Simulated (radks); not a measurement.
The numbers below are computed, except where a source is named.
Task: Spherical quantum dot in the effective-mass picture: electrons in a hard-walled sphere of radius 3.16, with a point charge +1 (a donor) at the centre, all in effective atomic units (hartree* = m*/eps^2 hartree, bohr* = eps/m* bohr), one dielectric constant everywhere. Level of theory: non-relativistic Kohn-Sham, LDA (Slater exchange, Perdew-Wang correlation), spin-polarised, spherical densities (a radial shooting solver with Libxc functionals). Levels are named by radial order and angular momentum (1s, 1p, 1d, 2s, ...), and open shells are averaged over m. At N = 18 the configuration is 1s2 1p6 1d10. Does electron 19 go into 2s up or 1f up?

Result: Into 2s up. The total energies of the other choices lie higher by 0.303 hartree* (1f up).
